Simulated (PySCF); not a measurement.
**Question.** Write Cartesian coordinates for `N#C[CH2][GeH2][Cl]` as optimised with PBE0-D3(BJ)/def2-SVP.

**Answer.** 
```xyz
9
C2H4ClGeN angstrom
N     -0.9808    2.6001   -1.4257
C     -0.7985    1.4598   -1.3384
C     -0.5268    0.0435   -1.2270
Ge     1.4061   -0.3415   -1.2920
Cl     2.0658    0.2248   -3.2616
H     -0.9328   -0.3470   -0.2799
H     -1.0080   -0.5009   -2.0543
H      1.6263   -1.8513   -1.1255
H      2.1704    0.5018   -0.2667
```

Any rigid rotation of these coordinates is as good. Atoms count from 1 in this order. Ge4 (germanium bonded to C, Cl and 2 H) is distorted tetrahedral (angles from 106.2° to 113.4°).

Bonds between heavy atoms (Å): N1≡C2 1.158, C2–C3 1.446, C3–Ge4 1.972, Ge4–Cl5 2.153.

Level of theory: PBE0-D3(BJ)/def2-SVP geometry optimisation, gas phase in PySCF.

Point group: C1 (no symmetry element, even within 0.4 Å). No PBE0-D3(BJ)/def2-SVP frequencies stand behind this structure, so it isn't proved a minimum. One conformer, not necessarily the lowest (C2–C3–Ge4–Cl5 -65°).
